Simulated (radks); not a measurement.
Results of a calculation; reference values are marked as such.
Question: The mean radii <r> (bohr) of the occupied orbitals of an atom or ion are listed with their occupations. Code: a radial shooting solver on a logarithmic mesh with Libxc functionals. Model: non-relativistic Kohn-Sham, PW91, spin-polarised, spherical densities, point nucleus.

orbital  occ.     <r>
1s up       1  0.1768
1s down     1  0.1761
2s up       1  0.9102
2s down     1  0.9382
2p up       3  0.8804

Name the element and its charge. Open shells, if any, are filled with parallel spins first.

Answer: Z = 9, fluorine, charge +2: F2+ in [He] 2s2 2p3. The 1s radius gives Z: for a bare nucleus <r> = 1.5/Z, 0.1667 bohr for Z = 9, and screening makes it slightly larger (0.1768 here). The occupations add up to 7, and the charge is Z minus that.
